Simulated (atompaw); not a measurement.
Which change was made? (Sb, PAW (atompaw))

atompaw 4.2.0.5 input, output lines left out:

```
Sb 51
GGA-PBESOL scalarrelativistic loggrid 1500 logderivrange -3 5 201
5 5 4 0 0 0
5 1 3
0 0 0
c
c
c
c
v
c
c
c
v
c
c
2
2.75 2.20 2.50 2.55
y
2.25
n
y
3.75
n
y
0.05
y
0.65
n
custom polynom vanderbiltortho sinc
bessel
1.95
2.75
2.45
2.45
2.75
2.75
```

Cutoffs, loose and tight: the cutoffs (Ry, on a coarse ladder) from which the occupation-weighted sum of valence levels, in a spherical-Bessel basis at the reference potential, stays within 10 and 1 mRy of its value at 400 Ry. They see the waves, projectors and local potential, not the compensation charge or the core.

The base gives: outcome: generated; cutoff, loose: 12 Ry; cutoff, tight: 21 Ry; bound ghosts: none.

**Question.** After one change the result is: outcome: failed: atompaw: The overlap operator has at least one negative eigenvalue!. Which change was it?
A. augmentation sinc compensation charge, radius 2.20 bohr; PAW radius 2.75 bohr; waves and projectors: custom polynom2 7 10 vanderbiltortho
B. augmentation sinc compensation charge, radius 1.16 bohr; PAW radius 2.75 bohr; waves and projectors: custom polynom vanderbiltortho
C. all radii scaled by about 1.30 (s 2.54, p 3.18, d 3.58 bohr); local potential bessel scheme, radius 3.26 bohr; augmentation sinc compensation charge, radius 2.86 bohr; PAW radius 3.58 bohr; waves and projectors: custom polynom vanderbiltortho; core correction smooth core density matched at 3.32 bohr
D. local potential bessel scheme, radius 1.26 bohr
E. wave 5s (bound): rc 1.95 bohr becomes 5s (bound): rc 2.20 bohr

**Answer.** D. The others give: augmentation sinc compensation charge, radius 2.20 bohr; PAW radius 2.75 bohr; waves and projectors: custom polynom2 7 10 vanderbiltortho → outcome: generated; cutoff, loose: 15 Ry; cutoff, tight: 25 Ry; bound ghosts: none | augmentation sinc compensation charge, radius 1.16 bohr; PAW radius 2.75 bohr; waves and projectors: custom polynom vanderbiltortho → outcome: generated, no UPF (negative core plus compensation charge); cutoff, loose: 12 Ry; cutoff, tight: 21 Ry; bound ghosts: none | wave 5s (bound): rc 1.95 bohr becomes 5s (bound): rc 2.20 bohr → outcome: generated; cutoff, loose: 10 Ry; cutoff, tight: 15 Ry; bound ghosts: none | all radii scaled by about 1.30 (s 2.54, p 3.18, d 3.58 bohr); local potential bessel scheme, radius 3.26 bohr; augmentation sinc compensation charge, radius 2.86 bohr; PAW radius 3.58 bohr; waves and projectors: custom polynom vanderbiltortho; core correction smooth core density matched at 3.32 bohr → outcome: generated; cutoff, loose: 6 Ry; cutoff, tight: 8 Ry; bound ghosts: none.
